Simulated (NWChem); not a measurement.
Isomers of C2H9NSi, each optimised at PBE0/def2-SVP with NWChem, gas phase unless a solvent is named. Flexible species stand in one conformer each, which need not be the lowest.  Shieldings are non-relativistic GIAO values without spin-orbit effects.

A: [SiH3]NCC
B: CN[SiH2]C
C: N[SiH2]CC
D: C[SiH](N)C

```tsv
quantity	A	B	C	D
orbital gap (eV), PBE0/def2-SVP	7.67	7.87	…	8.41
SMD solvation free energy in toluene, PBE0/def2-SVP (kcal/mol)	-2.4	-2.0	…	-1.9
29Si shift against tetramethylsilane, PBE0/pcSseg-1 (ppm)	-54.7	-30.6	…	-10.2
```

### Question
Fill in the missing entries.

### Answer

- orbital gap (eV), PBE0/def2-SVP, C: 8.21
- SMD solvation free energy in toluene, PBE0/def2-SVP (kcal/mol), C: -2.6
- 29Si shift against tetramethylsilane, PBE0/pcSseg-1 (ppm), C: -27.3
